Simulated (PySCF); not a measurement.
**An isoelectronic set: 66 electrons**

PBE0 in PySCF with def2-TZVPPD on every atom (core potentials on In, Sn, I), for the lowest determinant that a PBE0 search found; no spin–orbit coupling. All have 66 electrons, 10 of them in the valence shells, and the same state, a singlet (closed shell). For ions De leads to the atom and ion picked by measured ionisation energies and electron affinities.

```
species  difference of nuclear charges  Re (Å)  ωe (cm⁻¹)  k (mdyn/Å)  De (eV)  dissociates to
  GeAs⁻                              1   2.158        405        3.59      n/a        Ge⁻ + As
  ZnBr⁻                              5   2.707        123       0.313     0.58        Zn + Br⁻
    As2                              0   2.088        468        4.83     3.78         As + As
   GeSe                              2   2.140        416        3.92     5.14         Ge + Se
   InCl                             32   2.417        310        1.52     4.58         In + Cl
  GeBr⁺                              3   2.204        372        3.12     4.35        Ge⁺ + Br
  SnCl⁺                             33   2.260        430        2.95     4.23        Sn⁺ + Cl
   SiI⁺                             39   2.316        456        2.81     4.30         Si⁺ + I
```

(1) Which member of the whole set has the stiffest bond, and how does it compare with the softest?

These are scalar-relativistic numbers at best; spin–orbit coupling would shift them, the dissociation energy most. For an ion De counts to the pair picked by the measured ionisation energies or electron affinities, which need not be the lowest pair at this level.

Results:

(1) As2 with k = 4.83 mdyn/Å, 15 times that of ZnBr⁻.
